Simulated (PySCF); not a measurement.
CF₃, SMILES F[C+](F)F, charge +1. Atoms are numbered in the order given.

```xyz
4

C      0.0000     0.0000     0.0000
F      1.2357     0.0000     0.0000
F     -0.6178     1.0701     0.0000
F     -0.6178    -1.0701     0.0000
```
Charge +1, spin multiplicity 1.

Geometry optimised at B3LYP-D3(BJ)/def2-TZVP.

The numbers are results of PBE/def2-TZVPD (PySCF), not measurements.

ESP charges are fitted to the potential on shells at 1.4 to 2.0 van der Waals radii. Atomic charges (e):

| atom | ESP fit | meta-Löwdin |
|---|---|---|
| C1 | 0.76 | (withheld) |
| F2 | 0.08 | (withheld) |
| F3 | 0.08 | (withheld) |
| F4 | 0.08 | (withheld) |

Fill in the missing entries. (An estimate is asked for; the answer gives what the named calculation found.)


- C1, meta-Löwdin: 1.01
- F2, meta-Löwdin: 0.00
- F3, meta-Löwdin: 0.00
- F4, meta-Löwdin: 0.00
